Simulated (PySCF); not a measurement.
**Orbital picture of ZnCl**

BP86 at R = 2.166 Å; PySCF, no relativity, basis sets Zn def2-TZVPPD, Cl def2-TZVPPD. State: ²Σ⁺ (doublet), unpaired electrons σ ↑. Only the outer orbitals are listed, counted within each symmetry.

```
spin  orbital  occ.  ε (eV)  on Zn (%)            main shells (%)
   α      11σ     1   -9.30         44           56 Cl p, 36 Zn s
   α       5π     1   -7.51          5                    95 Cl p
   α       5π     1   -7.51          5                    95 Cl p
   α      12σ     1   -5.85         79  57 Zn s, 21 Zn p, 19 Cl p
   α       6π     0   -1.78        100                    98 Zn p
   α       6π     0   -1.78        100                    98 Zn p
   α      13σ     0   -0.21        110                   100 Zn p
   β      11σ     1   -8.96         42           58 Cl p, 32 Zn s
   β       5π     1   -7.43          5                    95 Cl p
   β       5π     1   -7.43          5                    95 Cl p
   β      12σ     0   -4.75         83  68 Zn s, 16 Cl p, 13 Zn p
   β       6π     0   -1.17        101                   101 Zn p
   β       6π     0   -1.17        101                   101 Zn p
```

Question: Which are the highest filled and the lowest empty level, where do they sit, and how wide is the gap?

Answer: Highest filled α 12σ at -5.85 eV (in %: 57 Zn s, 21 Zn p, 19 Cl p); lowest empty β 12σ at -4.75 eV (in %: 68 Zn s, 16 Cl p, 13 Zn p); the gap at BP86 is 1.10 eV.

The bond order (Mayer) is 1.06 and the ⟨S²⟩ is 0.752. The charge on Zn (Mulliken, basis-dependent) is 0.22. The charge on Zn (Löwdin, basis-dependent) is 0.27 and the dipole moment (positive dipole means Zn(−)Cl(+)) is -2.58 D.

Shares are Mulliken populations and can fall outside 0 to 100 %.

The state is the lowest determinant that a PBE0 search found; another state may lie lower at other levels.
